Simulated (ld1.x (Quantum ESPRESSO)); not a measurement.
# iodine (I): excitation energies, all-electron against TM

| Property | Result |
| --- | --- |
| Element | I (Z = 53) |
| Generator | ld1.x (Quantum ESPRESSO) 7.5 |
| Type | norm-conserving Troullier–Martins (Kleinman–Bylander form) |
| Functional | revPBE |
| Relativity | scalar-relativistic |
| Frozen core | [Kr] 4d10 |
| Valence charge | 7 |
| Reference configuration | 5s2 5p3 (charge +2) |
| Partial waves | 5s (bound): rc 1.60 bohr; 5p (bound): rc 1.45 bohr; 5d channel at -0.1 Ry: rc 1.40 bohr |
| Local potential | the d channel |
| Core correction | none |

Energies are relative to the spin-unpolarised reference configuration 5s2 5p3; without spin polarisation the order of configurations can differ from experiment. The frozen-core shift is the all-electron ΔE with the core orbitals held at their reference shape minus the fully relaxed ΔE.

```json
{"valence configuration": "5s2 5p4", "charge": "+1", "ΔE all-electron (eV)": "-19.799", "error AE − PS (meV)": "+0.1", "frozen-core shift (meV)": "+5.5"}
{"valence configuration": "5s2 5p2", "charge": "+3", "ΔE all-electron (eV)": "29.265", "error AE − PS (meV)": "-18", "frozen-core shift (meV)": "+29"}
{"valence configuration": "5s2 5p5.3", "charge": "-0.3", "ΔE all-electron (eV)": "-32.660", "error AE − PS (meV)": "-3.0", "frozen-core shift (meV)": "+20"}
{"valence configuration": "5s1 5p6", "charge": "0", "ΔE all-electron (eV)": "-20.498", "error AE − PS (meV)": "+59", "frozen-core shift (meV)": "+0.8"}
{"valence configuration": "5s2 5p4.5", "charge": "+0.5", "ΔE all-electron (eV)": "-26.378", "error AE − PS (meV)": "-1.6", "frozen-core shift (meV)": "+12"}
```

(1) What are ΔE and the potential's error for 5s2 5p5?

(2) What are ΔE and the potential's error for 5s2 5p1?

Levels in the configuration 5s2 5p4:

```csv
level,all-electron (eV),pseudo (eV)
5s,-26.192,-26.171
5p,-15.306,-15.299
```

Note: ghost states, extra bound levels that the all-electron valence spectrum of the same l lacks: s at -1394.4 eV, p at -976.7 eV. A true bound ghost makes a file unfit for plane-wave use.

Answers

(1) ΔE = -30.889 eV all-electron; the error (AE − PS) is -2.8 meV.

(2) ΔE = 68.593 eV all-electron; the error (AE − PS) is -64 meV.
